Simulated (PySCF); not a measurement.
**Potential energy of PbH along the bond**

Set-up: PySCF, scalar-relativistic core potentials, basis sets H cc-pVTZ, Pb cc-pVTZ-PP with ECP60. Energies in eV from H + Pb in their ground configurations at the same level. All curves are PBE0. state 1: ²Π (doublet), unpaired electrons π ↑; state 2: ⁴Σ⁻ (quartet), unpaired electrons σ ↑, π ↑↑, a second solution, started from another occupation.

```csv
R (Å),state 1,state 2
1.596,-1.970,0.1588
1.670,-2.214,-0.0327
1.745,-2.353,-0.1496
1.800,-2.404,-0.2031
1.856,-2.419,-0.2358
1.912,-2.404,-0.2536
1.986,-2.348,-0.2616
2.079,-2.234,-0.2561
2.190,-2.055,-0.2378
2.339,-1.774,-0.2055
```

Q: Put a parabola through the three lowest points of the state 1 curve and estimate Re, k and ωe (reduced mass 1.003 u; 1 eV/Å² = 0.16022 mdyn/Å; ωe = 1302.8·√(k/μ) cm⁻¹).

A: Through R = 1.8, 1.856, 1.912 Å the second-order coefficient is 4.78 eV/Å², so Re ≈ 1.856 Å, k ≈ 1.53 mdyn/Å and ωe ≈ 1610 cm⁻¹. A polynomial fit of higher order to the unrounded PBE0 energies gives Re = 1.854 Å, k = 1.53 mdyn/Å, ωe = 1611 cm⁻¹; anharmonicity and rounding make the difference.

The higher-order fit for each curve: state 1: Re = 1.854 Å, ωe = 1611 cm⁻¹, De = 2.42 eV; state 2: Re = 1.995 Å, ωe = 721 cm⁻¹, minimum 0.262 eV below the ground-state fragments.

These are scalar-relativistic numbers at best; spin–orbit coupling would shift them, the dissociation energy most. Counting both spins, an empty level lies below a filled one in some of these solutions, because spin and occupation are held. The state is the lowest determinant that a PBE0 search found; another state may lie lower at other levels.
